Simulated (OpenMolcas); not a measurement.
## Re4+ in a point-charge field

Re4+ among 2 point charges of -2.5 e arranged as a linear pair (D∞h), 2.07 Å from the ion.

```
Program             : OpenMolcas
Method              : SS-CASPT2, IPEA 0.25 Eh, imaginary shift 0.1 Eh (closed shells correlated: 5s 5p)
Basis               : ANO-RCC-VDZP [7s6p4d2f1g]
Scalar Hamiltonian  : DKH2, point nucleus
Active space        : 3 electrons in 5 orbitals (5d)
State averaging     : 2S+1 = 4 even, 10 roots; 2S+1 = 2 even, 40 roots
Spin-orbit coupling : state interaction with AMFI integrals over the reference wave functions
```

The lowest spin-free states (labels by Λ), above the lowest:

```
State  Degeneracy  E (cm-1)  Free-ion L (%)
   4Σ           1         0          F (85)
   4Π           2       700          F (65)
   2Δ           2      4810          F (31)
   2Π           2     11730          P (51)
   2H           2     11730         H (100)
   2Φ           2     13270          G (58)
   4Δ           2     14310         F (100)
   2Γ           2     14710          H (60)
   4Φ           2     15490         F (100)
   2Σ           1     17420          G (59)
   2Π           2     17630          G (63)
   4Π           2     20930          P (65)
   2Σ           1     22890          P (52)
   2Γ           2     28230          G (60)
   2Δ           2     28420          G (50)
   2Φ           2     29650          H (73)
   2Σ           1     29740          D (65)
   2Π           2     30270          H (33)
   2Σ           1     31520          P (47)
   2Δ           2     32470          H (74)
```

The lowest levels with spin-orbit coupling:

```
E (cm-1)  Degeneracy      2S+1                g
       0           2  4 (80 %)   0.07 0.07 1.06
    3930           2         4   0.00 0.00 4.78
    5360           2  4 (90 %)   0.91 0.91 2.66
    5950           2  2 (59 %)   0.00 0.00 6.72
    9980           2  4 (89 %)   0.00 0.00 4.76
   10430           2  4 (88 %)   2.07 4.24 4.24
   13460           2  4 (55 %)   0.00 0.00 1.47
   13880           2  4 (59 %)   0.00 0.00 7.05
   14850           2         2   0.00 0.00 8.71
   15000           2  2 (87 %)   0.00 0.00 7.72
   16160           2  2 (63 %)   0.00 0.00 1.75
   16580           2  2 (51 %)   0.18 0.82 0.82
   18790           2         4   0.00 0.00 4.99
   19390           2  4 (78 %)   0.16 0.16 1.22
   21660           2  2 (64 %)   0.00 0.00 4.43
   22000           2  4 (89 %)   0.00 0.00 1.67
   22430           2         2  0.00 0.00 12.00
   22810           2  2 (85 %)   0.00 0.00 3.98
   23320           2  4 (67 %)   0.00 0.00 7.65
   23700           2  2 (56 %)   1.15 1.15 2.31
```

Powder χT (cm3 K/mol): 0.0358 at 2 K, 0.0368 at 10 K, 0.0422 at 50 K, 0.0488 at 100 K, 0.0622 at 200 K, 0.0755 at 300 K. The effective moment at 300 K is 2.828 √(χT) = 0.78 μB.

Roots that are degenerate in the reference are averaged as groups; the widest CASPT2 spread within a group is 21 cm-1 (the 2-fold group of multiplicity 2 near 42700 cm-1 above the lowest state of its run). Shifts and gaps below about the spread of the groups concerned are not significant. Spin-orbit coupling mixes the spin-free states strongly: the lowest level takes only 43 % from its leading state, 4Π, which lies 703 cm-1 above the lowest spin-free state. Free-ion shares, where given, are those of the reference states; single-state CASPT2 does not remix them. Point charges carry no covalency, so the field is a model and not that of real ligands. No measured value stands beside these numbers.
